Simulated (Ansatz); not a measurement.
Job for Ansatz (a program for electronic structure): R-CCSD(T)/aug-cc-pVDZ on CH6FGaO (a complex), monomers drawn apart or pushed together. The run froze 17 orbitals, filled d shells among them.

Ansatz 0.2 input:
```yaml
crystal:
  periodic: [false, false, false]
  atoms:
    - {symbol: C, position_ang: [-0.81961779, -0.59600906, 2.46606368]}
    - {symbol: O, position_ang: [0.30629081, 0.09500580, 1.93705396]}
    - {symbol: Ga, position_ang: [0.60977218, 0.39946948, 0.17661847]}
    - {symbol: H, position_ang: [-1.49901563, -0.92624417, 1.67507676]}
    - {symbol: H, position_ang: [-0.47995652, -1.47015689, 3.02537897]}
    - {symbol: H, position_ang: [-1.36446284, 0.06328739, 3.14486741]}
    - {symbol: H, position_ang: [-0.50086895, -0.17494581, -0.75500837]}
    - {symbol: H, position_ang: [1.92416496, 1.17865520, -0.07774270]}
    - {symbol: F, position_ang: [2.02987379, 0.94587233, 3.94567398]}
    - {symbol: H, position_ang: [1.42685362, 0.64625527, 3.26655288]}
basis:
  gaussian:
    orbitals: aug-cc-pVDZ
magnetization: {spin_polarized: false}
correlation: {method: ccsd_t, electrons: outside_noble_gas}
scf: {lower_state_search: off}
```

Output:

```
WARN ansatz: RAYON_NUM_THREADS=1 ignored (pool sized by the plan → 1); use --threads N
Functional definition: HF
these checks for a lower state are left out or cut short: stability, starts, cluster_reference, orbital_swaps, neighbouring_geometries, increment
integrals: 0.51 GiB planned
1575 factors; integrals over basis functions are off by at most 6.5e-4 eV
mean field: 0.62 GiB planned
mean field evaluation 1: about -58199.0977 eV, gradient 4.2e1 eV
mean field evaluation 2: about -58199.1065 eV, gradient 4.2e1 eV
mean field evaluation 4: about -58202.8027 eV, gradient 3.9e0 eV
mean field evaluation 8: about -58202.8514 eV, gradient 3.1e-4 eV
mean field -58202.85136058 eV, -2138.9153361917 hartree, gradient 2.3e-6 eV, S^2 0.000000; 0 other end points of the search recorded, 0 dependent functions left out
17 core orbitals not correlated, not the lowest: weight in the atoms' cores, before any rotation towards them, 0.867 or more for the frozen orbitals, at most 0.138 for the correlated occupied ones
reference -58202.85136058 eV, -2138.9153361917 hartree; 13, 13 occupied and 129, 129 virtual orbitals, 1575 factors
second order -17.77520563 eV of doubles, -0.00000000 eV of singles
coupled cluster: 1.49 GiB planned
cycle   1  -18.15892923 eV  change   -3.8e-1 eV  update   1.1e-1
cycle   2  -18.63918499 eV  change   -4.8e-1 eV  update   3.3e-2
cycle   3  -18.78109203 eV  change   -1.4e-1 eV  update   1.9e-2
cycle   4  -18.77647646 eV  change    4.6e-3 eV  update   5.2e-3
cycle   5  -18.77312386 eV  change    3.4e-3 eV  update   3.1e-3
cycle   6  -18.77474338 eV  change   -1.6e-3 eV  update   1.1e-3
cycle   7  -18.77457212 eV  change    1.7e-4 eV  update   4.1e-4
cycle   8  -18.77437020 eV  change    2.0e-4 eV  update   1.2e-4
cycle   9  -18.77439434 eV  change   -2.4e-5 eV  update   4.2e-5
cycle  10  -18.77441617 eV  change   -2.2e-5 eV  update   1.5e-5
perturbative correction -0.50075046 eV, -0.0184022400 hartree
Total energy: -58222.12652721 eV, -2139.6236855003 hartree
Checks for a lower state left out: stability, starts, cluster_reference, orbital_swaps, neighbouring_geometries, increment
```

Self-consistency was reached.

Cost: roughly 40 core-seconds.
